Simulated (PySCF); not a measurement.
**[TeO2]- at several levels of theory**

All levels use the PBE0 minimum (doublet; Te–O 1.882 Å (×2); O–Te–O 111.1°), basis [Te def2-SVPD with ECP28, O def2-SVPD], scalar-relativistic core potentials, density fitting, no spin–orbit coupling, PySCF. For vertical energies the ionised species is a singlet (spins chosen at PBE0 and kept). Open shells are unrestricted, also as the reference of the correlated levels. Dipoles are about the centre of mass. A dash marks a value that was not computed or is not defined at that level.

Z-matrix (Å, degrees; charge -1 multiplicity 2):
```
Te
O  1 1.8817
O  1 1.8817 2 111.11
```

```csv
level,vertical detachment energy (eV),−ε(HOMO) (eV),dipole (D)
PBE0,?,?,?
HF,2.89,3.71,5.19
MP2,1.85,–,–
PBE,2.26,-0.80,4.16
CCSD(T),?,–,–
r2SCAN,2.46,-0.52,4.26
B3LYP,2.60,0.23,4.52
TPSSh,2.44,-0.23,4.30
MN15,2.64,1.03,4.71
LDA,2.41,-0.71,4.23
```

Task: Fill in the row of CCSD(T).

Result: vertical detachment energy (eV) 2.12.

Task: Fill in the row of PBE0.

Result: vertical detachment energy (eV) 2.64, −ε(HOMO) (eV) 0.47, dipole (D) 4.49.

For TeO₂⁻ itself CCSD(T) correlates 29 electrons; T1 = 0.028, D1 = 0.107, (T) = -73 kJ/mol.

The highest occupied level lies above zero at PBE, r2SCAN, TPSSh, LDA, a mark of self-interaction error.

The lowest empty level of this anion is unbound, so it and the gap depend on the basis. Spin–orbit coupling, left out here, can matter for elements this heavy.
